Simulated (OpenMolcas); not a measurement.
Computed levels of 3s² 3p in ions with 13 electrons, in cm-1 above ²P°_1/2.

```json
{
 "Program": "OpenMolcas",
 "Method": "MS-CASPT2, IPEA 0.25 Eh, imaginary shift 0.1 Eh",
 "Basis": "ANO-RCC-VTZP",
 "Scalar Hamiltonian": "DKH2, point nucleus",
 "Spin-orbit coupling": "RASSI with atomic mean-field integrals over the reference wave functions, term energies averaged over their components"
}
```

Active space for each ion: 3 electrons in 4 orbitals (3s 3p); closed shells correlated by CASPT2: 2s 2p.

```
  Level  S3+  Ar5+
²P°_3/2  846  2040
```

Question: Estimate ²P°_3/2 for Cl4+ from its neighbours S3+ and Ar5+.

Answer: ²P°_3/2 is fine structure, which grows about as the fourth power of a screened charge, so the fourth roots are averaged: ((846^0.25 + 2040^0.25) / 2)^4 = 1346. The calculation gives 1361, so the estimate is off by -1.1 %.

Over all roots computed the reference weight is 0.89 to 0.99 in S3+, 0.89 to 0.99 in Cl4+, 0.90 to 0.99 in Ar5+; the roots of lowest weight are the least certain, and an intruder state may touch them. Levels of configurations outside the active space are missing.

° marks odd parity.
